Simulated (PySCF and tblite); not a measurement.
Results of a calculation; reference values are marked as such.
System: C₅H₅BCl₂, numbered as in [Cl:1][B:2]([Cl:3])[CH:4]1[CH:5]=[CH:6][CH:7]=[CH:8]1.

Motion: shift of B2 from C4 to C8. GFN2-xTB gives an electronic barrier of 4.7 kcal/mol.

Q: What does BP86/pcSseg-1 + D3(BJ), IEF-PCM dimethylsulfoxide give on PBE0-D3(BJ)/def2-SVP geometries?

A: A barrier of 2.8 kcal/mol, 1.9 below the tight-binding barrier (from unrounded values) and, with GFN2-xTB thermal terms, ΔG‡(298 K) = 2.9 kcal/mol and k = 4.4×10¹⁰ s⁻¹ (1 equivalent path).

Q: And the level of the geometries itself, PBE0-D3(BJ)/def2-SVP?

A: 3.1 kcal/mol.

Programs: tblite and PySCF.
